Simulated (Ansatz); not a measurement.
`N[SiH2]N[SiH](N)Cl` at its PBE0-D4/def2-TZVP geometry, where that method's forces vanish. The species carries charge 0 and has multiplicity 1.

```xyz
14

N    -0.4643   -1.8110    0.6481
Si   -0.8110   -1.0263   -0.8504
N    -0.7790    0.6850   -0.6471
Si    0.4963    1.6428   -0.0261
N     1.6348    0.5675    0.6119
Cl   -0.3621    2.9776    1.3181
H    -1.1253   -1.7399    1.4072
H    -0.0658   -2.7372    0.6136
H    -2.1650   -1.3079   -1.4062
H     0.2249   -1.5374   -1.7822
H    -1.6480    1.1618   -0.8364
H     1.1691    2.5302   -0.9987
H     2.5721    0.8499    0.8398
H     1.3233   -0.2551    1.1086
```

(1) What forces (eV/Å) does ωB97M-V/def2-TZVPP give on these atoms in Ansatz 0.2.0? (Best estimate.)

## Answers

(1) Ansatz gave: 
```
N1  -0.026 -0.044  0.027
Si2 -0.036 -0.106 -0.219
N3  -0.049  0.032 -0.003
Si4  0.087  0.161 -0.167
N5   0.016 -0.052  0.041
Cl6 -0.014  0.014  0.026
H7   0.021 -0.011 -0.006
H8  -0.009  0.017  0.019
H9   0.148  0.025  0.064
H10 -0.110  0.056  0.101
H11  0.003 -0.004  0.002
H12 -0.075 -0.104  0.113
H13 -0.006 -0.020  0.005
H14  0.049  0.036 -0.002
```
